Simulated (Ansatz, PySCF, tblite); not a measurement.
Bond stretch in SiBe, lowest singlet found (which spin is the ground state isn't settled by this scan). Each curve is given relative to its own lowest point between 1.81 and 2.46 Å, where full CI is lowest.

```tsv
R / Å	A	B	C	D
1.48	115.9	113.0	216.4	107.9
1.62	57.6	56.2	77.6	52.5
1.72	31.9	31.3	32.0	28.4
1.81	17.0	16.7	11.4	14.6
1.88	9.3	9.2	3.6	7.6
1.98	2.9	2.8	0.0	2.0
2.03	1.2	1.1	0.3	0.6
2.08	0.3	0.2	1.4	0.0
2.17	0.0	0.0	4.8	0.3
2.21	0.3	0.4	6.7	0.9
2.34	2.4	3.1	13.1	4.1
2.46	5.0	6.7	18.7	7.9
```

Energies in kcal/mol.

Which curve belongs to which method? The methods are GFN2-xTB, 300 K electronic temperature in tblite 0.5.0; RHF/aug-cc-pVDZ (Ansatz, an electronic-structure program); restricted B3LYP/LANL2DZ, with its core potentials past Ne run with PySCF; restricted CAM-B3LYP/aug-cc-pVDZ (Ansatz).

A is RHF; B is RKS-B3LYP/LANL2DZ; C is GFN2-xTB; D is RKS-CAM-B3LYP.

The scan ran from 1.48 to 7.02 Å; beyond the distances shown full CI changes its symmetry label. The restricted form behind RHF, RKS-CAM-B3LYP, RKS-B3LYP/LANL2DZ keeps the bonding electrons paired and can't separate into open-shell fragments.
